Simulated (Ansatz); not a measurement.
The first iterations of a band of H5N2Te (8 atoms, charge 1, multiplicity 1).

These are results of RKS BHLYP-D4/def2-SVPD (Ansatz 0.2.0), not measurements.

```json
{"movable images": "7", "climbing image": "yes", "spring": "5.0 eV/Å²", "optimiser": "quadratic models (default)", "start path": "through a guess of the saddle point", "force threshold": "0.05 eV/Å", "iteration limit": "60", "end points": "relaxed"}
```

Initial state:

```xyz
8
Properties=species:S:1:pos:R:3
N -0.310 1.426 -0.772
Te 0.143 0.987 1.077
N 0.251 -1.207 0.607
H -1.261 1.636 -1.023
H 0.392 1.799 -1.390
H 1.165 -1.608 0.794
H -0.451 -1.751 1.099
H 0.070 -1.282 -0.391
```

Final state:

```xyz
8
Properties=species:S:1:pos:R:3
N -0.459 1.432 -0.693
Te 0.799 0.990 0.733
N 0.357 -1.208 0.553
H -1.371 1.794 -0.471
H -0.125 1.639 -1.619
H -0.066 -1.596 1.390
H -0.311 -1.292 -0.210
H 1.177 -1.758 0.317
```

| iteration | highest image above the first end (eV) | largest band force component (eV/Å) |
| --- | --- | --- |
| 1 | 4.233 | 18.210 |
| 2 | 0.105 | 1.247 |
| 3 | 0.056 | 0.454 |
| 4 | 0.044 | 0.558 |
| 5 | 0.018 | 0.492 |

Q: Does the band converge within its limit, and where does its top end?

A: It converged. It ended after 17 iterations with the highest image 0.009 eV above the first end. A vibrational analysis at the climbing image gives one clearly imaginary mode, 54i cm⁻¹: a first-order saddle point.

Run time: 11 min on 2 threads of Arm Neoverse N1, with other jobs on the host, peak memory 0.28 GiB.
